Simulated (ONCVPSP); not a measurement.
# boron: ONCV pseudisation with LDA (Perdew-Zunger), non-relativistic reference atom.

B (Z = 5), optimised norm-conserving Vanderbilt (ONCV), made with ONCVPSP 4.0.1 (LDA (Perdew-Zunger), non-relativistic). Core [He], reference 2s1 (charge +2). Waves: 2s: rc 1.30 bohr, ncon 4, nbas 7, qcut 5.1 1/bohr, 2 projectors, debl 1 Ha; p scattering state at 0.15 Ha: rc 1.20 bohr, ncon 4, nbas 8, qcut 8.1 1/bohr, 2 projectors, debl 2.3 Ha. Local part: polynomial inside 0.80 bohr (lpopt 5, dvloc0 3 Ha). Core correction: polynomial model core, fcfact 0.55.

In the s channel the program set the typed energies aside and used -1.151, 0.250 Ha. In the p channel the program set the typed energies aside and used 0.050, 2.350 Ha.

All-electron outer shells of the reference configuration (LDA (Perdew-Zunger), non-relativistic, ld1.x):

```json
{"shell": "1s", "level (eV)": "-209.06", "outermost node (bohr)": "–", "outermost maximum (bohr)": "0.21"}
{"shell": "2s", "level (eV)": "-31.33", "outermost node (bohr)": "0.46", "outermost maximum (bohr)": "1.37"}
```

Q: Does the generator finish with these settings?

A: Yes, a potential is produced and its reference levels are reproduced.

Q: Estimate the cutoffs (Ha) at which the residual kinetic energy of the hardest occupied pseudo-wave falls to 1 and 0.1 mHa per electron.

A: 13 Ha and 51 Ha.

Q: What does a ghost test show?

A: No bound ghost flagged; no localised positive-energy state flagged.

Q: Tests: 2s2 2p1; 2s2; 2s2 2p0.5; 2s1 2p2. Which has the largest error in its energy relative to the reference configuration, and how large is it?

A: 2s2 2p1, with +25 meV (all-electron minus pseudo) on -33.63 eV.
